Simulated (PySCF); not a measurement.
MnCl2 (sextet state).
Cartesian coordinates in Å at the PBE0-D3(BJ)/def2-SVP level; atoms count from 1:
```
atom  x, y, z in Å
Mn1   -0.0034   -0.0019   -0.0001
Cl2   -0.0174   -0.0225    2.1858
Cl3    0.0207    0.0244   -2.1857
```

Computed with PySCF 2.14.0, PBE0-D3(BJ)/def2-SVP geometry optimisation, gas phase.

Problem. Which atoms are bound to Mn1, and at what distances?

Solution. 2 atoms: Cl3 2.186 Å, Cl2 2.186 Å.

Problem. What is the shape at Mn1?

Solution. Linear: angle 179.7°.

Problem. What are the rotational constants (commonest isotopes, rigid rotor)?

Solution. B = 1512 MHz (linear).

Point group: D∞h (tolerance 0.08 Å). Charge 0, sextet. ⟨S²⟩ = 8.765 (exact for a sextet: 8.75). Whether it is a minimum is left open (no frequencies).

Time: 24 s of wall time. Hardware: one thread, x86-64 server, shared host. That covers the optimisation of the geometry.

Caution for open-shell metal species: one SCF solution and one stationary point were followed, and a lower state or a bent or distorted shape isn't ruled out.
